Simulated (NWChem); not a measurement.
System: GeF3 cation

NWChem input:

```
start job
memory heap 200 mb stack 900 mb global 1100 mb
charge 1
geometry units angstroms noautoz
  F     -0.998637     1.341409     0.000000
  Ge     0.000000     0.000000     0.000000
  F     -0.662376    -1.535550     0.000000
  F      1.661013     0.194140     0.000000
end
basis spherical
  F library 6-31g*
  Ge library 6-31g*
end
dft
  xc b3lyp
  iterations 150
  mulliken
end
task dft energy
```

Coordinates come from a B3LYP/6-31G* (spherical d) optimisation.

Question: Predict the main results of this run. (B3LYP/6-31G* (spherical d).) Quantities: energy (Ha); highest occupied level (eV); orbital gap (eV).

Answer: The energy (Ha) is -2375.97, the highest occupied level (eV) comes out as -19.37 and the orbital gap (eV) is 7.85.
